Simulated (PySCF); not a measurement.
C₆H₈S (charge +1 and doublet state).
Cartesian coordinates in Å at the GFN2-xTB level; atoms count from 1:
```xyz
15
C6H8S angstrom
C      0.7706    1.7095   -0.0086
C      0.1845    0.4953   -0.0646
C      0.9336   -0.7518   -0.1067
C      2.1342   -0.8705   -0.6862
C     -1.2856    0.4021   -0.0728
C     -1.9895   -0.6358    0.6987
S     -2.0375    1.4708   -1.0527
H      0.1997    2.6212    0.0443
H      1.8395    1.8043    0.0829
H      0.4661   -1.6162    0.3430
H      2.6768   -1.8003   -0.6499
H      2.6080   -0.0563   -1.2100
H     -1.5210   -0.7891    1.6711
H     -1.9431   -1.5881    0.1614
H     -3.0407   -0.3870    0.8282
```

The hyperfine couplings belong to this conformer and change with its torsions.

Identity: `C=C([CH][CH2+])C(C)=S` [radical] (charge +1).

The calculation used UKS B3LYP, pcH-1 on C H S, non-relativistic, mean-field spin-orbit, GIAO (PySCF). The structure is a single GFN2-xTB conformer in the gas phase; no vibrational or solvent corrections. Couplings are sensitive to structure, and on GFN2-xTB geometries they can be far from those on DFT ones, by a factor of two or more for some ions and for spin on atoms past the first row. The frame is twisted about the C2–C5 bond at this geometry (dihedral C3–C2–C5–C6 = 40°); couplings at other torsion angles weren't computed. No stability test was run, so a lower SCF solution isn't excluded.

Task: Predict the first-order ENDOR lines of C5, C2, C1, C6, C4, C3, H9, H11, H8 and H12 under fast tumbling at B = 347.8 mT (X band).

Result: For S = 1/2 in fast tumbling each set of equivalent nuclei gives two lines, ν± = |νn ± a/2| to first order, with νn = g_N μN B/h and μN/h = 7.62259 MHz/T.

| nuclei | isotope | g_N | νn (MHz) | a_iso (MHz) | lower line (MHz) | upper line (MHz) |
| --- | --- | --- | --- | --- | --- | --- |
| C5 | 13C | 1.4048 | 3.72 | -19.54 | 6.04 | 13.49 |
| C2 | 13C | 1.4048 | 3.72 | 18.73 | 5.64 | 13.09 |
| C1 | 13C | 1.4048 | 3.72 | 11.83 | 2.19 | 9.64 |
| C6 | 13C | 1.4048 | 3.72 | 11.47 | 2.01 | 9.46 |
| C4 | 13C | 1.4048 | 3.72 | 10.44 | 1.49 | 8.94 |
| C3 | 13C | 1.4048 | 3.72 | -4.40 | 1.52 | 5.93 |
| H9 | 1H | 5.5857 | 14.81 | -12.38 | 8.62 | 21.00 |
| H11 | 1H | 5.5857 | 14.81 | -9.91 | 9.85 | 19.77 |
| H8 | 1H | 5.5857 | 14.81 | -9.85 | 9.89 | 19.73 |
| H12 | 1H | 5.5857 | 14.81 | -9.78 | 9.92 | 19.70 |

The rows for 13C, of low natural abundance, apply to labelled samples.

Task: Which pairs are centred on the nuclear Larmor frequency, and which on half the coupling?

Result: Centred on νn, since |a| < 2νn: C3, H9, H11, H8 and H12. Centred on |a|/2 and split by 2νn: C5, C2, C1, C6 and C4.

Task: At what field would the lower line of C1 fall to zero frequency?

Result: Where νn = |a|/2, that is B = 5.92 MHz/(1.4048 × 7.62259 MHz/T) = 552 mT, as far as first order holds there.

Couplings of abundant isotopes left out: H13/H14/H15 (-3.6 MHz).

H11 and H12 aren't averaged: C4 is flat or nearly so (angle sum 360°), and its turn about the short C4–C3 bond (1.34 Å) is taken as slow.

Hardware: one thread of an Arm Neoverse V2, no GPU, shared host with 96 logical CPUs at a one-minute load of 43. Cost: 73 s of wall time (with the writing of density and orbital grids), 1.1 GiB resident at most.

The SMILES draws the unpaired electron on C3; the largest computed Mulliken spin population is on S7 (0.71 against 0.00).
